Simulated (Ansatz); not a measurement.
Ansatz results at the PBE0-D4/def2-TZVP geometry: size of the dipole moment (PBE/def2-TZVPP) 1.57 D; size of the dipole moment (ωB97M-V/def2-TZVPP) 1.62 D; LUMO energy (PBE/def2-TZVPP) -1.36 eV.

Each molecule was computed in one conformer, which needn't be the lowest.

(1) Which molecule gave them?
A. `Cl[Si](Cl)(Cl)Cl`
B. `C=C[Si](O)(O)F`
C. `C=C[SiH](N)OC`
D. `C[Si](O)(O)F`

## Answers

(1) C. The others give `C[Si](O)(O)F`: 1.13, 1.18, -0.22; `Cl[Si](Cl)(Cl)Cl`: 0.00, 0.00, -1.58; `C=C[Si](O)(O)F`: 1.16, 1.22, -1.60.
